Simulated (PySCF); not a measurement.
# Fe (iron, neutral) across methods

[Ar] 3d7 4s1, high-spin 5F determinant (an excited configuration). Calculation: PySCF 2.14, in aug-cc-pVTZ; no relativity, point nucleus.

```json
{"method": "PW91", "E (hartree)": "-1263.779", "mean ε 3d α (eV)": "-4.891", "mean ε 4s α (eV)": "-4.679", "mean ε 3d β (eV)": "-2.789", "Σ⟨r²⟩ (bohr²)": "35.12", "⟨S²⟩": "6.002"}
{"method": "UHF", "E (hartree)": "-1262.38595", "mean ε 3d α (eV)": "-12.159", "mean ε 4s α (eV)": "-6.231", "mean ε 3d β (eV)": "-8.732", "Σ⟨r²⟩ (bohr²)": "35.48", "⟨S²⟩": "6.005"}
{"method": "r2SCAN", "E (hartree)": "-1263.655", "mean ε 3d α (eV)": "-4.991", "mean ε 4s α (eV)": "-4.868", "mean ε 3d β (eV)": "-2.741", "Σ⟨r²⟩ (bohr²)": "34.70", "⟨S²⟩": "6.002"}
{"method": "PBE0", "E (hartree)": "-1263.453", "mean ε 3d α (eV)": "-6.692", "mean ε 4s α (eV)": "-5.120", "mean ε 3d β (eV)": "-4.288", "Σ⟨r²⟩ (bohr²)": "34.79", "⟨S²⟩": "6.002"}
{"method": "PBE", "E (hartree)": "-1263.441", "mean ε 3d α (eV)": "-4.841", "mean ε 4s α (eV)": "-4.617", "mean ε 3d β (eV)": "-2.709", "Σ⟨r²⟩ (bohr²)": "35.22", "⟨S²⟩": "6.002"}
{"method": "LC-wPBE", "E (hartree)": "-1263.476", "mean ε 3d α (eV)": "-9.348", "mean ε 4s α (eV)": "-7.135", "mean ε 3d β (eV)": "-7.135", "Σ⟨r²⟩ (bohr²)": "34.69", "⟨S²⟩": "6.002"}
{"method": "PBEsol", "E (hartree)": "-1262.270", "mean ε 3d α (eV)": "-4.875", "mean ε 4s α (eV)": "-4.647", "mean ε 3d β (eV)": "-2.598", "Σ⟨r²⟩ (bohr²)": "35.03", "⟨S²⟩": "6.002"}
{"method": "LDA", "E (hartree)": "-1261.213", "mean ε 3d α (eV)": "-5.096", "mean ε 4s α (eV)": "-4.796", "mean ε 3d β (eV)": "-2.739", "Σ⟨r²⟩ (bohr²)": "34.95", "⟨S²⟩": "6.004"}
```

Question: Estimate the same row for M06.

Answer: E (hartree) = -1263.595; mean ε 3d α (eV) = -7.112; mean ε 4s α (eV) = -5.147; mean ε 3d β (eV) = -4.108; Σ⟨r²⟩ (bohr²) = 34.62; ⟨S²⟩ = 6.025.
